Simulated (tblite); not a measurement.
Compound: C6H7F3O.
Numbering: `[F:1][C:2]([F:3])([F:4])[CH2:5][C@H:6]1[CH:7]=[CH:8][O:9][CH2:10]1` (hydrogens: H11, H12 on C5; H13 on C6; H14 on C7; H15 on C8; H16, H17 on C10)

The geometry is computed with GFN2-xTB (gas phase).

Give the optimised bond lengths and angles.

| bond | length (bohr) |
| --- | --- |
| F1–C2, C2–F3, C2–F4 | 2.537 |
| C2–C5 | 2.862 |
| C5–C6 | 2.905 |
| C6–C7 | 2.850 |
| C7=C8 | 2.505 |
| C8–O9 | 2.557 |
| O9–C10 | 2.699 |
| C6–C10 | 2.922 |
| C5–H11 | 2.064 |
| C5–H12 | 2.063 |
| C6–H13 | 2.069 |
| C7–H14 | 2.022 |
| C8–H15 | 2.031 |
| C10–H16 | 2.066 |
| C10–H17 | 2.065 |

Bonds in one row agree within 0.02 bohr and their mean is given. A selection of angles:
| angle | degrees |
| --- | --- |
| F1–C2–F3 | 106.4 |
| F1–C2–C5 | 112.4 |
| F4–C2–C5 | 113.3 |
| C2–C5–C6 | 112.4 |
| C2–C5–H11 | 106.8 |
| C2–C5–H12 | 108.1 |
| C6–C5–H11 | 109.6 |
| C6–C5–H12 | 111.0 |
| H11–C5–H12 | 108.8 |
| C5–C6–C7 | 111.3 |
| C5–C6–C10 | 114.2 |
| C5–C6–H13 | 108.1 |
| C7–C6–C10 | 100.8 |
| C7–C6–H13 | 111.2 |
| C10–C6–H13 | 111.2 |
| C6–C7–C8 | 109.0 |
| C6–C7–H14 | 123.5 |
| C8–C7–H14 | 127.5 |
| C7–C8–O9 | 115.1 |
| C7–C8–H15 | 129.9 |
| O9–C8–H15 | 115.0 |
| C8–O9–C10 | 107.7 |
| O9–C10–H16 | 108.0 |
| O9–C10–H17 | 108.0 |
| C6–C10–O9 | 107.4 |
| C6–C10–H16 | 111.9 |
| C6–C10–H17 | 112.9 |
| H16–C10–H17 | 108.5 |

Dihedral angles: F1–C2–C5–C6 -55° (synclinal); C2–C5–C6–C7 172° (antiperiplanar); C5–C6–C7–C8 120° (anticlinal); C6–C7–C8–O9 1° (synperiplanar); C7–C8–O9–C10 1° (synperiplanar); C8–O9–C10–C6 -2° (synperiplanar); C5–C6–C10–O9 -117° (anticlinal).

The 2 C–O bonds span 1.353 Å (C8–O9, drawn single) to 1.428 Å (O9–C10, drawn single), a spread of 0.075 Å. The 5 C–C bonds span 1.325 Å (C7=C8, drawn double) to 1.546 Å (C6–C10, drawn single), a spread of 0.221 Å. All 3 C–F bonds measure 1.342 to 1.343 Å. The 5-membered ring C6–C7–C8–O9–C10 has internal angles of 100.8° to 115.1°; it is almost planar, 0.01 Å rms from its mean plane, widest ring torsion 2°. Of the pairs four or more bonds apart, F1···H13 is among the closest relative to their van der Waals radii: 2.49 Å, 93 % of the sum of Bondi's values.

Point group: C1 (no symmetry element, even within 0.4 Å). Its GFN2-xTB frequencies are all real (lowest 34 cm⁻¹). The numbers are those of one conformer. 3 starts were optimised and ended at 0.00, 0.01 and 0.42 kcal/mol (GFN2-xTB); the lowest of these is shown.
